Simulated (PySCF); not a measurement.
A structure optimised at B3LYP-D3(BJ)/def2-SVP, used in a PySCF frequency run:

```xyz
10

C     -2.3225     0.0180     1.2953
O     -1.3575     0.7320     0.5400
Si     0.0416     0.1238    -0.0536
S      1.3169    -0.3813     1.5836
Cl     0.8365     1.5713    -1.2715
Cl    -0.3165    -1.5629    -1.2010
H     -3.1354     0.7123     1.5511
H     -1.8875    -0.3816     2.2273
H     -2.7385    -0.8209     0.7124
H      2.0613    -1.2491     0.8604
```

### Question
Write its SMILES and formula.

### Answer
CO[Si](S)(Cl)Cl, CH4Cl2OSSi

### Question
What are its rotational constants (standard atomic weights)?

### Answer
1.3727, 1.2216, 1.1228 GHz
